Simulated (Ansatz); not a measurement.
Species: CH$_{2}$N, charge 0, multiplicity 2. It need not be the lowest isomer of its formula. 
Coordinates optimised at B3LYP-D3(BJ)/def2-TZVP (Ansatz, a quantum-chemistry and plane-wave program):
```
C
N 1 1.2170
H 2 1.0264 1 122.80
H 1 1.0983 2 134.02 3 0.00
```
Charge 0, spin multiplicity 2.

Basis-set convergence of Hartree-Fock and MP2 correlation energies (hartree) with Ansatz. Valence correlation only, unless marked. Open shells are spin-unrestricted. No spin-orbit coupling. Non-relativistic.

| basis | functions | E(HF) | E(corr, MP2) |
|---|---|---|---|
| def2-SVP | 38 | -93.32278 | -0.26805 |
| def2-TZVPP | 90 | -93.43506 | -0.33183 |
| def2-QZVPP | 174 | -93.43943 | -0.35517 |

Extrapolating the two largest sets (X = 3 and 4) as X^-3: E(corr) = (64·(-0.35517) - 27·(-0.33183))/37 = -0.3722 Eh, an estimate of the basis-set limit. The largest set recovers 95.4 % of it, the smallest 72.0 %.
